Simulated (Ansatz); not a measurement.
One change: `COB(N)F` becomes `COB(F)OC`.

Ansatz, PBE0-D4/def2-TZVP geometries, multiplicity 1. Each molecule was computed in one conformer, which needn't be the lowest.

```csv
property,`COB(N)F`
HOMO energy (PBE/def2-TZVPP) / eV,-6.17
LUMO energy (B3LYP/def2-TZVPP) / eV,0.57
LUMO energy (PBE0/def2-TZVPP) / eV,0.93
HOMO energy (ωB97M-V/def2-TZVPP) / eV,-10.05
size of the dipole moment (PBE/def2-TZVPP) / D,0.85
HOMO–LUMO gap (PBE/def2-TZVPP) / eV,6.31
```

(1) What does the change do to each property? (Best estimate.)

Results:

(1) Computed: 
```csv
property,`COB(F)OC`,shift
HOMO energy (PBE/def2-TZVPP) / eV,-6.91,-0.74
LUMO energy (B3LYP/def2-TZVPP) / eV,0.58,0.01
LUMO energy (PBE0/def2-TZVPP) / eV,0.92,-0.01
HOMO energy (ωB97M-V/def2-TZVPP) / eV,-10.89,-0.84
size of the dipole moment (PBE/def2-TZVPP) / D,2.02,1.17
HOMO–LUMO gap (PBE/def2-TZVPP) / eV,7.03,0.72
```

Dipoles are sizes alone; their direction can turn.

B3LYP here is the variant with VWN-RPA as its local correlation; programs differ in this.
